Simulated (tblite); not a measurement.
Cl$_{2}$Se, triplet, at a GFN2-xTB geometry (a higher spin typed on purpose: for a closed-shell molecule this is an excited state); GFN1-xTB (tblite).

Input for tblite:
```
$ tblite run mol.xyz --method gfn1 --charge 0 --spin 2 --etemp 2000 --json tblite.json --no-restart

# file mol.xyz
3

Se     0.09038564     0.10880543     0.81783642
Cl     0.97674330     1.18139250    -0.74251873
Cl    -1.15751457    -1.39900335    -0.89315413
```

The log (banner, timings and long lists left out):

```
xTB calculator
 | screened Coulomb repulsion
 | Coulomb electrostatics
 |  * isotropic Klopman-Ohno-Mataga-Nishimoto electrostatics
 |  * onsite third-order electrostatics
 | DFT-D3(BJ) dispersion correction

halogen bonding energy    0.0000000000000E+00 Eh
repulsion energy          3.9138519191132E-03 Eh
dispersion energy        -1.1439482236381E-03 Eh
number of electrons       2.0000000000000E+01 e
integral cutoff           2.0076194534669E+01 bohr

------------------------------------------------------------
  cycle        total energy    energy error   density error
------------------------------------------------------------
      1     -11.60741524675  -1.1610185E+01   4.4502491E-01
      2     -11.52156211961   8.5853127E-02   4.9935652E-01
      3     -11.73420079413  -2.1263867E-01   2.0747200E-01
      4     -11.74710867684  -1.2907883E-02   1.5623468E-01
      5     -11.75560404110  -8.4953643E-03   1.0779002E-01
      6     -11.76255125217  -6.9472111E-03   4.9681015E-02
      7     -11.76455507028  -2.0038181E-03   4.4160498E-03
      8     -11.76456956770  -1.4497411E-05   3.6306209E-04
      9     -11.76456297253   6.5951642E-06   3.0429931E-03
     10     -11.76456953843  -6.5659026E-06   3.2961368E-04
     11     -11.76456961383  -7.5400958E-08   6.4056744E-06
------------------------------------------------------------

electronic energy        -1.1767339517530E+01 Eh
total energy             -1.1764569613834E+01 Eh

Post processing:
 | Mayer-Wiberg bond orders

[Info] JSON dump of results written to 'tblite.json'
```
